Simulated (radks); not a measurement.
Nd I, 60 electrons, occupied as [Xe] 4f3 6s2 6p1 (not the ground configuration).

Calculated with a radial shooting solver on a logarithmic mesh with Libxc functionals: scalar-relativistic Kohn-Sham, r2SCAN, spin-unpolarised, spherical densities, finite nucleus; meta-GGA in the generalised Kohn-Sham scheme; Fermi nuclear charge, rms radius 4.9123 fm.

Energy parts (eV):
part                      energy
total                 -261892.69
kinetic                278728.20
electron-nucleus      -635481.24
Hartree                100905.49
exchange-correlation    -6045.15

Orbitals (lengths in bohr, moments of r in powers of bohr):
orbital,occ.,eigenvalue (eV),<r^2>
1s,2,-43477.07,0.0007602
2s,2,-7060.803,0.01203
2p,6,-6309.654,0.009629
3s,2,-1548.176,0.08077
3p,6,-1309.974,0.08091
3d,10,-979.6631,0.06881
4s,2,-319.4941,0.4149
4p,6,-240.8815,0.4678
4d,10,-128.6841,0.5741
4f,3,-9.8172,1.277
5s,2,-48.2240,2.349
5p,6,-28.5265,3.132
6s,2,-5.1949,18.70
6p,1,-2.1944,29.84

The highest occupied level is 6p at -2.194 eV. Summed over all electrons, <r^2> = 105.4 bohr^2, which gives a Langevin (diamagnetic) susceptibility term of -83.4 x 10^-6 cm^3/mol.
